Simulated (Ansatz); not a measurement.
Calculated with Ansatz (gas phase, PBE0-D4/def2-TZVP geometries, no zero-point term in ΔE). CCSD(T)/CBS is the MP2 limit (def2-TZVPP, def2-QZVPP) plus CCSD(T) − MP2 in def2-TZVPP, frozen cores. This one scheme is used for every species. def2 core potentials past Kr. For Zr outer-core shells are correlated without core-valence functions, which leaves a few kJ/mol of doubt a bond. Each species was taken in one conformer, which may not be the lowest.

Consider the ligand exchange at a Zr–C bond: `C#[C][Zr]([Cl])([Cl])[Cl]` + H₂S → `[SH][Zr]([Cl])([Cl])[Cl]` + acetylene.

```
             level  ΔE (kJ/mol)
   CCSD/def2-TZVPP        -59.3
CCSD(T)/def2-TZVPP        -60.6
```

(1) What does CCSD(T)/CBS give? (Estimate.)

Largest T1 diagnostic among the species: 0.016.

## Answers

(1) Computed: -67.0 kJ/mol. The listed levels differ from it by 7.7, 6.4 kJ/mol.

Leaving LDA and LC-ωPBE aside and taking each functional with its dispersion term where it has one, the values, not all of them listed here, spread over 6.3 kJ/mol, from r2SCAN0-D4 to B97M-V. LDA lies −7.2 kJ/mol from PBE without D4. In def2-TZVPP, CCSD(T) changes the Hartree–Fock value by −3.5 kJ/mol (the triples alone add −1.3 kJ/mol) and MP2 by −7.7 kJ/mol. At CCSD(T), def2-SVP lies +8.7 kJ/mol from the extrapolated value and def2-TZVPP +6.4 kJ/mol.
